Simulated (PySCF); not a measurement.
C₆H₇F₂O (charge +1).
Numbering: `[F:1][CH:2]([F:3])[O:4][C+:5]1[CH:6]=[CH:7][CH2:8][CH2:9]1` (hydrogens: H10 on C2; H11 on C6; H12 on C7; H13, H14 on C8; H15, H16 on C9)

Vertical excitations from PySCF (density fitting, frozen core in the response, grid level 2 and gas phase unless stated; continuum runs use non-equilibrium linear response for the excitations) on a GFN2-xTB geometry. Reference run:

| settings | S1, eV (f) | S2, eV (f) | S3, eV (f) | S4, eV (f) | S5, eV (f) | S6, eV (f) | T1, eV (Tamm–Dancoff) | mean α (au) |
| --- | --- | --- | --- | --- | --- | --- | --- | --- |
| PBE0/def2-SVPD, full TDDFT, 6 singlets | 5.32 (0.320) | 5.79 (0.001) | 6.16 (0.000) | 6.57 (0.001) | 6.65 (0.082) | 6.86 (0.000) | 3.30 | 70.1 |

What do these settings give: (1) PBE/def2-SVPD, TDA, 3 singlets; (2) B3LYP/def2-SVPD, fitting basis def2-qzvpp-jkfit, start guess huckel, full TDDFT, 3 singlets; (3) PBE/def2-SVPD, start guess atom, full TDDFT, 25 singlets?

| settings | S1, eV (f) | S2, eV (f) | S3, eV (f) | S4, eV (f) | S5, eV (f) | S6, eV (f) | T1, eV (Tamm–Dancoff) | mean α (au) |
| --- | --- | --- | --- | --- | --- | --- | --- | --- |
| PBE/def2-SVPD, TDA, 3 singlets | 4.94 (0.000) | 5.17 (0.002) | 5.35 (0.219) | – | – | – | – | 72.7 |
| B3LYP/def2-SVPD, fitting basis def2-qzvpp-jkfit, start guess huckel, full TDDFT, 3 singlets | 5.25 (0.315) | 5.68 (0.001) | 6.01 (0.000) | – | – | – | – | 70.7 |
| PBE/def2-SVPD, start guess atom, full TDDFT, 25 singlets | 4.94 (0.000) | 5.04 (0.273) | 5.15 (0.001) | 5.52 (0.021) | 5.87 (0.001) | 5.94 (0.048) | 3.30 | 72.7 |

(1) S1 moves by -0.38 eV; functional and response scheme change together, so the shift can't be laid on one. (2) S1 moves by -0.07 eV (B3LYP has 20 % exact exchange, PBE0 25 % exact exchange). (3) S1 moves by -0.38 eV (PBE has no exact exchange, PBE0 25 % exact exchange). States are counted by energy in each run and needn't keep their character from row to row.

Give the leading configurations of S1 (H = HOMO, L = LUMO) and the HOMO–LUMO gap of each run.

```json
{"settings": "PBE0/def2-SVPD, full TDDFT, 6 singlets", "S1 configurations (weight)": "H→L 0.97", "S1 (eV)": "5.32", "orbital gap (eV)": "5.81", "S1 − gap (eV)": "-0.49"}
{"settings": "PBE/def2-SVPD, TDA, 3 singlets", "S1 configurations (weight)": "H−1→L 1.00", "S1 (eV)": "4.94", "orbital gap (eV)": "3.80", "S1 − gap (eV)": "+1.14"}
{"settings": "B3LYP/def2-SVPD, fitting basis def2-qzvpp-jkfit, start guess huckel, full TDDFT, 3 singlets", "S1 configurations (weight)": "H→L 0.97", "S1 (eV)": "5.25", "orbital gap (eV)": "5.38", "S1 − gap (eV)": "-0.13"}
{"settings": "PBE/def2-SVPD, start guess atom, full TDDFT, 25 singlets", "S1 configurations (weight)": "H−1→L 1.00", "S1 (eV)": "4.94", "orbital gap (eV)": "3.80", "S1 − gap (eV)": "+1.14"}
```

Conformer computed: `[F:1][CH:2]([F:3])[O:4][C+:5]1[CH:6]=[CH:7][CH2:8][CH2:9]1`: F1–C2–O4–C5 59°, C2–O4–C5–C6 180°.

One conformer stands for the species.
